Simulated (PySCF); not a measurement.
fluoromethyl(silyloxy)silane (CH7FOSi2), SMILES C([SiH2]O[SiH3])F. Heavy atoms are numbered as in [F:1][CH2:2][SiH2:3][O:4][SiH3:5]. Hydrogens are named by the atom that carries them.

Geometry: B3LYP-D3(BJ)/def2-SVP. Other conformers were not sampled.

Calculation: PBE/pcSseg-1 in PySCF.

GIAO shieldings, no solvent; atoms alike by connectivity are averaged. δ = σ(ref) − σ: ¹⁹F against CFCl3 (σ = 133.6 ppm); ¹³C against TMS (σ = 182.0 ppm); ²⁹Si against TMS (σ = 335.4 ppm); ¹⁷O against H2O (σ = 334.3 ppm); ¹H against TMS (σ = 31.49 ppm), references at their B3LYP-D3(BJ)/def2-TZVP geometries, non-relativistic.

Question: Estimate the chemical shifts. (An estimate is asked for; the answer gives what the named calculation found.)

Answer: 
```
nucleus       atoms  count  δ (ppm)
-------  ----------  -----  -------
¹⁹F              F1      1   -338.5
¹³C        C2 (CH2)      1     80.3
²⁹Si     Si3 (SiH2)      1    -25.3
²⁹Si     Si5 (SiH3)      1    -36.2
¹⁷O              O4      1     12.3
¹H         H on Si5      3     5.50
¹H         H on Si3      2     5.46
¹H          H on C2      2     5.06
```
